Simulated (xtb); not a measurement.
ethanol (C2H6O), singlet, geometry from GFN2-xTB, atoms displaced at random by about 0.1 Å a coordinate; GFN2-xTB run with xtb 6.7.1.

xtb was given this input:
```
$ xtb mol.xyz --gfn 2 --opt --input xcontrol --json

# file mol.xyz
9

C      1.13011520    -0.29224177     0.08822977
C      0.21554177     0.56923757    -0.05429217
O     -1.18984337    -0.24777757     0.00710837
H     -1.84256150     0.39631033    -0.03884737
H     -0.12797687     1.12121703     0.87383691
H      0.03780332     1.07597920    -0.77451967
H      2.36521507     0.10314215     0.03030196
H      1.29593991    -1.10709623     0.81637747
H      0.96155623    -1.08888233    -0.92668831

# file xcontrol
$opt
  engine=lbfgs
$end
```

Q: Write the output that xtb gives for this input, abridged.

A: 
```
   ID    Z sym.   atoms
    1    6 C      1, 2
    2    8 O      3
    3    1 H      4-9

           -------------------------------------------------
          |                Calculation Setup                |
           -------------------------------------------------

           -------------------------------------------------
          |                 G F N 2 - x T B                 |
           -------------------------------------------------

          ...................................................
          :                      SETUP                      :
          :.................................................:
          :  # basis functions                  18          :
          :  # atomic orbitals                  18          :
          :  # shells                           12          :
          :  # electrons                        20          :
          :  max. iterations                   250          :
          :  Hamiltonian                  GFN2-xTB          :
          :  restarted?                      false          :
          :  GBSA solvation                  false          :
          :  PC potential                    false          :
          :  electronic temp.          300.0000000     K    :
          :  accuracy                    1.0000000          :
          :  -> integral cutoff          0.2500000E+02      :
          :  -> integral neglect         0.1000000E-07      :
          :  -> SCF convergence          0.1000000E-05 Eh   :
          :  -> wf. convergence          0.1000000E-03 e    :
          :  Broyden damping             0.4000000          :
          :  net charge                          0          :
          :  unpaired electrons                  0          :
          ...................................................

 iter      E             dE          RMSdq      gap      omega  full diag
   1    -11.3970141 -0.113970E+02  0.427E+00    6.80       0.0  T
   2    -11.4424257 -0.454116E-01  0.208E+00    6.27       1.0  T
   3    -11.4450964 -0.267064E-02  0.117E+00    6.47       1.0  T
   4    -11.4457607 -0.664372E-03  0.127E-01    6.43       1.0  T
   5    -11.4457618 -0.110607E-05  0.497E-02    6.45       1.0  T
   6    -11.4457742 -0.123506E-04  0.122E-02    6.44       2.7  T
   7    -11.4457743 -0.100728E-06  0.543E-03    6.44       6.1  T
   8    -11.4457743 -0.210974E-07  0.187E-03    6.44      17.9  T
   9    -11.4457743 -0.144196E-07  0.317E-04    6.44     105.0  T
  10    -11.4457743 -0.268079E-09  0.727E-05    6.44     458.3  T

   *** convergence criteria satisfied after 10 iterations ***

         :::::::::::::::::::::::::::::::::::::::::::::::::::::
         ::                     SUMMARY                     ::
         :::::::::::::::::::::::::::::::::::::::::::::::::::::
         :: total energy             -11.241365780153 Eh    ::
         :: gradient norm              0.493774375353 Eh/a0 ::
         :: HOMO-LUMO gap              6.443849318179 eV    ::
         ::.................................................::
         :: SCC energy               -11.445773951819 Eh    ::
         :: -> isotropic ES            0.034695680555 Eh    ::
         :: -> anisotropic ES          0.000663939749 Eh    ::
         :: -> anisotropic XC          0.003488364553 Eh    ::
         :: -> dispersion             -0.002809396513 Eh    ::
         :: repulsion energy           0.204408171666 Eh    ::
         :: add. restraining           0.000000000000 Eh    ::
         :: total charge              -0.000000000000 e     ::
         :::::::::::::::::::::::::::::::::::::::::::::::::::::

      -----------------------------------------------------------
     |                       L-ANC optimizer                     |
      -----------------------------------------------------------
          low memory version by Sebastian Ehlert

          ...................................................
          :                      SETUP                      :
          :.................................................:
          :   energy convergence        0.5000000E-05 Eh    :
          :   grad. convergence         0.1000000E-02 Eh/a0 :
          :   optimization log               true           :
          :   writing optlog all                1     steps :
          :   Hessian reset                    20     steps :
          :   maximium step len.        1.0000000     a0    :
          :   LBFGS images                     20           :
          ...................................................
 * calculating model hessian...
Using Lindh-Hessian (1995)
 Shifting diagonal of input Hessian by    1.0000000000000000E-002
 Lowest  eigenvalues of input Hessian
    0.000000    0.000000    0.000000    0.000000    0.000000    0.000000
    0.021307    0.034809    0.036709    0.044664    0.059933    0.065200
    0.073843    0.088667    0.109121    0.128683    0.191383    0.242374
 Highest eigenvalues
    0.638458    0.880246    1.080815    1.445917    1.734477    2.379610

........................................................................
.............................. CYCLE    1 ..............................
........................................................................

 iter      E             dE          RMSdq      gap      omega  full diag
   1    -11.4726417 -0.114726E+02  0.691E-01    8.26       0.0  T
   2    -11.4732081 -0.566343E-03  0.383E-01    8.33       1.0  T
   3    -11.4732284 -0.203534E-04  0.151E-01    8.33       1.0  T
   4    -11.4732362 -0.780518E-05  0.222E-02    8.34       1.5  T
   5    -11.4732367 -0.488813E-06  0.750E-03    8.33       4.4  T
   6    -11.4732367 -0.362970E-07  0.359E-03    8.33       9.3  T
   7    -11.4732367 -0.806650E-08  0.723E-04    8.33      46.1  T
   8    -11.4732367 -0.344425E-09  0.139E-04    8.33     240.3  T
 * total energy  :   -11.3477678 Eh     change       -0.1064020E+00 Eh
   gradient norm :     0.2079349 Eh/a0  converged?    E=F G=F D=F
[...]
 * total energy  :   -11.3820830 Eh     change       -0.3431517E-01 Eh
 * total energy  :   -11.3879331 Eh     change       -0.5850143E-02 Eh
 * total energy  :   -11.3903333 Eh     change       -0.2400171E-02 Eh
 * total energy  :   -11.3911110 Eh     change       -0.7776822E-03 Eh
 * total energy  :   -11.3915082 Eh     change       -0.3972380E-03 Eh
 * total energy  :   -11.3917088 Eh     change       -0.2005994E-03 Eh
 * total energy  :   -11.3918218 Eh     change       -0.1129478E-03 Eh
 * total energy  :   -11.3918508 Eh     change       -0.2900188E-04 Eh
 * total energy  :   -11.3918628 Eh     change       -0.1202545E-04 Eh
 * total energy  :   -11.3918660 Eh     change       -0.3220888E-05 Eh
   *** GEOMETRY OPTIMIZATION CONVERGED AFTER 11 CYCLES ***
[...]
          :  net charge                          0          :
          :  unpaired electrons                  0          :
          ...................................................

 iter      E             dE          RMSdq      gap      omega  full diag
   1    -11.5128962 -0.115129E+02  0.156E-04   12.55       0.0  T
   2    -11.5128962 -0.105835E-10  0.985E-05   12.55     338.4  T
   3    -11.5128962 -0.430589E-11  0.211E-05   12.55    1581.8  T

   *** convergence criteria satisfied after 3 iterations ***

         :::::::::::::::::::::::::::::::::::::::::::::::::::::
         ::                     SUMMARY                     ::
         :::::::::::::::::::::::::::::::::::::::::::::::::::::
         :: total energy             -11.391866004853 Eh    ::
         :: gradient norm              0.000749379674 Eh/a0 ::
         :: HOMO-LUMO gap             12.553622162610 eV    ::
         ::.................................................::
         :: SCC energy               -11.512895759724 Eh    ::
         :: -> isotropic ES            0.025654873789 Eh    ::
         :: -> anisotropic ES          0.002866481433 Eh    ::
         :: -> anisotropic XC          0.002101868989 Eh    ::
         :: -> dispersion             -0.002776553617 Eh    ::
         :: repulsion energy           0.121029754871 Eh    ::
         :: add. restraining           0.000000000000 Eh    ::
         :: total charge              -0.000000000000 e     ::
         :::::::::::::::::::::::::::::::::::::::::::::::::::::

           -------------------------------------------------
          |                Property Printout                |
           -------------------------------------------------

    * Orbital Energies and Occupations

         #    Occupation            Energy/Eh            Energy/eV
      -------------------------------------------------------------
         1        2.0000           -0.6852340             -18.6462
         2        2.0000           -0.6262668             -17.0416
         3        2.0000           -0.5795308             -15.7698
         4        2.0000           -0.5671217             -15.4322
         5        2.0000           -0.5306014             -14.4384
         6        2.0000           -0.5061866             -13.7740
         7        2.0000           -0.4658073             -12.6753
         8        2.0000           -0.4595302             -12.5045
         9        2.0000           -0.4503901             -12.2557
        10        2.0000           -0.4079236             -11.1002 (HOMO)
        11                          0.0534135               1.4535 (LUMO)
        12                          0.1263977               3.4395
        13                          0.1321729               3.5966
        14                          0.1526541               4.1539
        15                          0.1818846               4.9493
        16                          0.2120805               5.7710
        17                          0.2644120               7.1950
        18                          0.2707406               7.3672
      -------------------------------------------------------------
                  HL-Gap            0.4613371 Eh           12.5536 eV
             Fermi-level           -0.1772551 Eh           -4.8234 eV

     #   Z          covCN         q      C6AA      α(0)
     1   6 C        3.751    -0.111    22.677     6.791
     2   6 C        3.672     0.092    19.279     6.293
     3   8 O        1.656    -0.442    21.673     6.285
     4   1 H        0.805     0.283     0.776     1.383
     5   1 H        0.923     0.015     2.818     2.625
     6   1 H        0.923     0.015     2.817     2.625
     7   1 H        0.925     0.039     2.461     2.453
     8   1 H        0.925     0.054     2.265     2.354
     9   1 H        0.925     0.055     2.263     2.352

 Mol. C6AA /au·bohr⁶  :        509.109069
 Mol. C8AA /au·bohr⁸  :      10109.866281
 Mol. α(0) /au        :         33.161957

Wiberg/Mayer (AO) data.
largest (>0.10) Wiberg bond orders for each atom

 ---------------------------------------------------------------------------
     #   Z sym  total        # sym  WBO       # sym  WBO       # sym  WBO
 ---------------------------------------------------------------------------
     1   6 C    3.994 --     2 C    1.018     7 H    0.986     8 H    0.986
                             9 H    0.986
     2   6 C    3.958 --     1 C    1.018     3 O    0.994     6 H    0.973
                             5 H    0.973
     3   8 O    1.951 --     2 C    0.994     4 H    0.907
     4   1 H    0.920 --     3 O    0.907
     5   1 H    1.000 --     2 C    0.973
     6   1 H    1.000 --     2 C    0.973
     7   1 H    0.998 --     1 C    0.986
     8   1 H    0.997 --     1 C    0.986
     9   1 H    0.997 --     1 C    0.986
 ---------------------------------------------------------------------------

Topologies differ in total number of bonds
Writing topology from bond orders to xtbtopo.mol

molecular dipole:
                 x           y           z       tot (Debye)
 q only:        0.101       0.424       0.002
   full:        0.027       0.678       0.004       1.725
molecular quadrupole (traceless):
                xx          xy          yy          xz          yz          zz
 q only:        1.664      -2.029      -0.635      -0.009       0.004      -1.029
  q+dip:        1.078      -2.966      -0.862      -0.017      -0.015      -0.216
   full:        1.692      -2.916      -0.828      -0.014      -0.005      -0.864

optimized geometry written to: xtbopt.xyz

           -------------------------------------------------
          | TOTAL ENERGY              -11.391866004853 Eh   |
          | GRADIENT NORM               0.000749379674 Eh/α |
          | HOMO-LUMO GAP              12.553622162610 eV   |
           -------------------------------------------------

normal termination of xtb
```
